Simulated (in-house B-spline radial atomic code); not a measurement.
Results of a calculation; reference values are marked as such.
Making a Troullier-Martins s channel for Li, r_c = 3.6 bohr

Li, [He] 2s1, non-relativistic LDA (VWN5), spherical and spin-unpolarised, from an all-electron radial atomic-structure program (B-spline basis) (atomic units). The all-electron 2s level is ε = -0.105540 hartree, its outermost node lies just inside 0.85 bohr and its outer maximum at 3.11 bohr.

Inside r_c the pseudo-orbital is u(r) = r^1 exp(p(r)), with p = c0 + c2 r² + c4 r⁴ + … + c12 r¹². The seven coefficients follow from p and its first four derivatives at r_c, from zero curvature of the screened potential at the origin, c4 = −c2²/(2l + 5), and from the norm inside r_c. At r_c the all-electron orbital has P = 0.5016707, P' = -0.04777749, the screened potential V = -0.1843862, V' = 0.07265124, V'' = -0.04141621, and the norm inside is Q = 0.4815673.

**Question.** What are p, p' and p'' at r_c?

**Answer.** p = ln(P/r_c^1) = ln(0.5016707/3.6) = -1.97075. p' = P'/P − 1/r_c = -0.09524 − 0.27778 = -0.37301. The radial equation gives p'' = 2(V − ε) − 2(1) p'/r_c − p'² = -0.15769 − (-0.20723) − 0.13914 = -0.08960. Differentiating, p''' = 2V' + 2(1)p'/r_c² − 2(1)p''/r_c − 2p'p'' = 0.070672, and p'''' = 2V'' − 4(1)p'/r_c³ + 4(1)p''/r_c² − 2(1)p'''/r_c − 2p''² − 2p'p''' = -0.081103.

For a trial c2 the five matching conditions are linear in c0, c6, c8, c10 and c12, and c2 is varied until the norm inside r_c equals Q. The root nearest zero gives:

```csv
n,c_n
0,-1.69748
2,0.03937721
4,-0.0003101129
6,-0.001659572
8,0.0001888499
10,-8.55874e-06
12,1.440504e-07
```

**Question.** Check c4 and p(r_c), and find the screened pseudopotential at the origin.

**Answer.** −c2²/5 = -0.000310113, as listed. The terms c_n r_c^n are -1.69748, 0.51033, -0.05209, -3.61253, 5.32766, -3.12921, 0.68257, which sum to -1.97075. Inverting the radial equation, V_l(r) = ε + 1 p'/r + (p'' + p'²)/2, so V_l(0) = ε + (2l + 3) c2 = -0.10554 + 3 × (0.0393772) = 0.0126 hartree, finite where the all-electron potential diverges.

Orbitals and screened potentials:

| r (bohr) | P | u | V all-electron | V pseudo |
| --- | --- | --- | --- | --- |
| 0.36 | -0.1859 | 0.06627 | -5.381 | 0.01202 |
| 0.9 | 0.02748 | 0.17 | -1.405 | -0.007273 |
| 1.44 | 0.256 | 0.2825 | -0.6541 | -0.08922 |
| 1.98 | 0.4076 | 0.3955 | -0.4066 | -0.2263 |
| 2.52 | 0.4879 | 0.4807 | -0.2976 | -0.3075 |
| 3.06 | 0.5137 | 0.5131 | -0.2307 | -0.2545 |
| 3.6 | 0.5017 | 0.5017 | -0.1844 | -0.1844 |

Logarithmic derivatives P'/P at R = 3.9 bohr, for energies E around ε:

```
E − ε (hartree)  all-electron     pseudo
           -0.5      0.897993   0.894396
          -0.25      0.549647   0.546567
           -0.1      0.220646     0.2193
              0     -0.140633  -0.140633
            0.1     -0.874924  -0.886744
           0.25       66.4699     17.274
            0.5       1.10416   0.848554
```

**Question.** With P(R) = 0.4841249 and a norm of 0.5546096 inside R, what slope in energy does norm conservation fix?

**Answer.** d(P'/P)/dE = −2 × (norm inside R)/P(R)² = -4.7326 per hartree·bohr at E = ε, for both atoms, since orbital and norm agree at R. Differences over ±0.1 hartree give -5.4778 (all-electron) and -5.5302 (pseudo), which also hold third-order terms. Half a hartree below ε the two curves differ by -0.0036.
